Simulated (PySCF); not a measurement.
C₆ coefficients of unlike pairs at PBE

Calculated with PySCF 2.14 from the dipole response of each species, C₆(A,B) = (3/π) ∫ α_A(iu) α_B(iu) du, in atomic units, from isotropic polarisabilities. For ions this is the dispersion term alone; charge-induced terms of lower order in 1/R come first.

```tsv
species	configuration	basis	relativity	α (bohr³)	C₆ (like pair)
V(3+)	[Ar] 3d2 (3F)	aug-cc-pVTZ with one added diffuse shell each of s, p, d, f, g type (9s8p6d4f3g)	none	2.276	5.778
Xe+	[Kr] 4d10 5s2 5p5 (2P)	def2-TZVPPD with the def2 core potential (28 electrons) (7s6p4d2f)	core potential	18.42	160.1
Te	[Kr] 4d10 5s2 5p4 (3P)	aug-cc-pVQZ-PP with one added diffuse shell each of s, p, d, f, g type with ECP28MDF (8s8p6d4f3g)	core potential	41.56	455.3
Rh	[Kr] 4d8 5s1 (4F)	aug-cc-pVTZ-PP with one added diffuse shell each of s, p, d, f, g type with ECP28MDF (7s7p6d4f3g)	core potential	53.97	482.2
```

Question: Estimate C₆ for Rh with V(3+).

Answer: The integral gives 40.82. The combination rule 2 C_A C_B / (C_A α_B/α_A + C_B α_A/α_B) gives 35.42 and the geometric mean 52.79.

No spin-orbit coupling is included.

The other pairs:

| pair | C₆ |
| --- | --- |
| Te, V(3+) | 41.94 |
| Xe+, V(3+) | 28.03 |
| Te, Xe+ | 261.6 |
| Rh, Xe+ | 258.1 |
| Rh, Te | 461.9 |
